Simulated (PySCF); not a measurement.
Computed IR spectrum (relative IR intensity) of a molecule C4H6OSe. Geometry optimised at PBE-D3(BJ)/def2-SVP. The values are those of a single conformer. Computed with PBE-D3(BJ)/def2-SVP run with PySCF. Frequencies are harmonic and unscaled.

| ν (cm⁻¹) | relative intensity |
|---|---|
| 255 | 5.1 |
| 397 | 3.0 |
| 542 | 13 |
| 581 | 2.2 |
| 703 | 7.5 |
| 840 | 5.1 |
| 857 | 14 |
| 913 | 7.2 |
| 991 | 6.0 |
| 1069 | 82 |
| 1160 | 100 |
| 1236 | 39 |
| 1257 | 16 |
| 1316 | 7.2 |
| 1401 | 2.1 |
| 1433 | 22 |
| 2027 | 2.3 |
| 2357 | 5.1 |
| 2968 | 14 |
| 3032 | 4.0 |
| 3048 | 7.5 |

Which molecule gave these data?
A. C=C=COC[SeH]
B. C[C@H]1C[Se]C1=O
C. C1=COC[Se]C1
D. COC1=C[Se]C1

A, C=C=COC[SeH]
